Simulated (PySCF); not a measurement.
Molfile (atoms numbered from 1):
```
C6H13OP
     RDKit          3D

 21 21  0  0  0  0  0  0  0  0999 V2000
    2.6393    0.0896    0.6990 C   0  0  0  0  0  0  0  0  0  0  0  0
    1.0161    0.8667    0.4663 P   0  0  1  0  0  5  0  0  0  0  0  0
    1.0487    2.2756   -0.0375 O   0  0  0  0  0  0  0  0  0  0  0  0
    0.0674   -0.3069   -0.5832 C   0  0  0  0  0  0  0  0  0  0  0  0
   -0.5294   -1.4610    0.2417 C   0  0  0  0  0  0  0  0  0  0  0  0
   -1.9738   -1.0231    0.5867 C   0  0  0  0  0  0  0  0  0  0  0  0
   -2.1665    0.3600   -0.0555 C   0  0  0  0  0  0  0  0  0  0  0  0
   -1.1446    0.4068   -1.1879 C   0  0  0  0  0  0  0  0  0  0  0  0
    2.5447   -0.9462    1.0576 H   0  0  0  0  0  0  0  0  0  0  0  0
    3.1688    0.0988   -0.2653 H   0  0  0  0  0  0  0  0  0  0  0  0
    3.2207    0.6784    1.4224 H   0  0  0  0  0  0  0  0  0  0  0  0
    0.4187    0.6940    1.7573 H   0  0  0  0  0  0  0  0  0  0  0  0
    0.7744   -0.6545   -1.3548 H   0  0  0  0  0  0  0  0  0  0  0  0
    0.0647   -1.6877    1.1432 H   0  0  0  0  0  0  0  0  0  0  0  0
   -0.5323   -2.3842   -0.3573 H   0  0  0  0  0  0  0  0  0  0  0  0
   -2.6930   -1.7439    0.1686 H   0  0  0  0  0  0  0  0  0  0  0  0
   -2.1531   -1.0002    1.6719 H   0  0  0  0  0  0  0  0  0  0  0  0
   -1.9382    1.1605    0.6684 H   0  0  0  0  0  0  0  0  0  0  0  0
   -3.1977    0.5333   -0.3972 H   0  0  0  0  0  0  0  0  0  0  0  0
   -1.5041   -0.1608   -2.0629 H   0  0  0  0  0  0  0  0  0  0  0  0
   -0.8991    1.4278   -1.5157 H   0  0  0  0  0  0  0  0  0  0  0  0
  1  2  1  0
  2  3  2  0
  2  4  1  0
  4  5  1  0
  5  6  1  0
  6  7  1  0
  7  8  1  0
  8  4  1  0
  1  9  1  0
  1 10  1  0
  1 11  1  0
  2 12  1  1
  4 13  1  0
  5 14  1  0
  5 15  1  0
  6 16  1  0
  6 17  1  0
  7 18  1  0
  7 19  1  0
  8 20  1  0
  8 21  1  0
M  END
```

Geometry: PBE0-D3(BJ)/def2-SVP; GIAO shifts from PySCF 2.14, gas phase, non-relativistic, averaged over equivalent atoms.

At PBE/pcSseg-1 (208 basis functions, 51 s wall time on 1 thread of an Arm Neoverse V2, shared host):
| atoms | δ (ppm) |
| --- | --- |
| C4 | 46.0 |
| C8 | 30.5 |
| C7 | 28.4 |
| C5 | 27.1 |
| C6 | 26.7 |
| C1 | 14.7 |
| P2 | 1.0 |
| O3 | 127.6 |
| H12 | 7.03 |
| H21 | 2.75 |
| H15 | 1.73 |
| H13 | 1.73 |
| H17 | 1.69 |
| H19 | 1.64 |
| H16 | 1.64 |
| H18 | 1.57 |
| H20 | 1.46 |
| H14 | 1.17 |
| H9/H10/H11 | 1.14 |

Chemical shifts δ = σref − σ; ¹³C (180.03 ppm) and ¹H (31.20 ppm) vs TMS; ³¹P (295.64 ppm) vs H3PO4; H2O for ¹⁷O (334.63 ppm), all at this level.

Q: Predict the values at PBE0/pcSseg-1 on the same geometry.

A: 
```json
{"atoms": "C4", "δ at PBE0/pcSseg-1": "42.7", "change": "-3.3"}
{"atoms": "C8", "δ at PBE0/pcSseg-1": "28.9", "change": "-1.6"}
{"atoms": "C7", "δ at PBE0/pcSseg-1": "26.9", "change": "-1.5"}
{"atoms": "C5", "δ at PBE0/pcSseg-1": "25.6", "change": "-1.5"}
{"atoms": "C6", "δ at PBE0/pcSseg-1": "25.2", "change": "-1.5"}
{"atoms": "C1", "δ at PBE0/pcSseg-1": "14.3", "change": "-0.4"}
{"atoms": "P2", "δ at PBE0/pcSseg-1": "1.5", "change": "+0.5"}
{"atoms": "O3", "δ at PBE0/pcSseg-1": "107.2", "change": "-20.4"}
{"atoms": "H12", "δ at PBE0/pcSseg-1": "6.59", "change": "-0.44"}
{"atoms": "H21", "δ at PBE0/pcSseg-1": "2.66", "change": "-0.09"}
{"atoms": "H15", "δ at PBE0/pcSseg-1": "1.64", "change": "-0.09"}
{"atoms": "H13", "δ at PBE0/pcSseg-1": "1.61", "change": "-0.12"}
{"atoms": "H17", "δ at PBE0/pcSseg-1": "1.62", "change": "-0.07"}
{"atoms": "H19", "δ at PBE0/pcSseg-1": "1.61", "change": "-0.03"}
{"atoms": "H16", "δ at PBE0/pcSseg-1": "1.59", "change": "-0.05"}
{"atoms": "H18", "δ at PBE0/pcSseg-1": "1.49", "change": "-0.08"}
{"atoms": "H20", "δ at PBE0/pcSseg-1": "1.41", "change": "-0.05"}
{"atoms": "H14", "δ at PBE0/pcSseg-1": "1.04", "change": "-0.13"}
{"atoms": "H9/H10/H11", "δ at PBE0/pcSseg-1": "1.14", "change": "+0.00"}
```

Shifts are taken against calculated references (same method and geometry level): ¹³C (σref 184.41), ¹H (σref 31.27) vs TMS; H3PO4 for ³¹P (σref 310.13); H2O for ¹⁷O (σref 334.56).

The largest change is at O3 (P=O oxygen). Cost: 208 basis functions, 38 s wall time on 1 thread of an Arm Neoverse V2, shared host. The order of the carbon signals is the same at both levels.

Experimental scales use liquid or dissolved standards, which lie at an offset from isolated H2O (liquid H2O: subtract about 36 ppm) and H3PO4.
